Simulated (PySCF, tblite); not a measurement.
What does the GFN2-xTB structure of `ClC1=CP=C(Cl)C=P1` look like in three dimensions?

```
atom  x, y, z in Å
Cl1   -2.963   -1.294   -0.276
C2    -1.377   -0.585   -0.128
C3    -1.303    0.779   -0.021
P4     0.105    1.784    0.137
C5     1.379    0.586    0.123
Cl6    2.965    1.294    0.270
C7     1.304   -0.778    0.018
P8    -0.104   -1.783   -0.142
H9    -2.239    1.326   -0.035
H10    2.241   -1.325    0.033
```

Any rigid rotation of these coordinates is as good. Atoms count from 1 in this order. The 8 heavy atoms lie in one plane (0.000 Å rms). The 6-membered ring C2–C3–P4–C5–C7–P8 has internal angles of 101.1° to 130.1° (sum 720°, against 720° for a flat polygon); it is planar, 0.00 Å rms from its mean plane, widest ring torsion 0°.

Bonds between heavy atoms (Å): Cl1–C2 1.744, C2–C3 1.370, C3–P4 1.737, P4–C5 1.748, C5–Cl6 1.744, C5–C7 1.370, C7–P8 1.737, C2–P8 1.748.

Structure optimised with GFN2-xTB, isolated species.

Point group: C2h (tolerance 0.08 Å). Its GFN2-xTB frequencies are all real (lowest 60 cm⁻¹).

All values are computed, not measured.
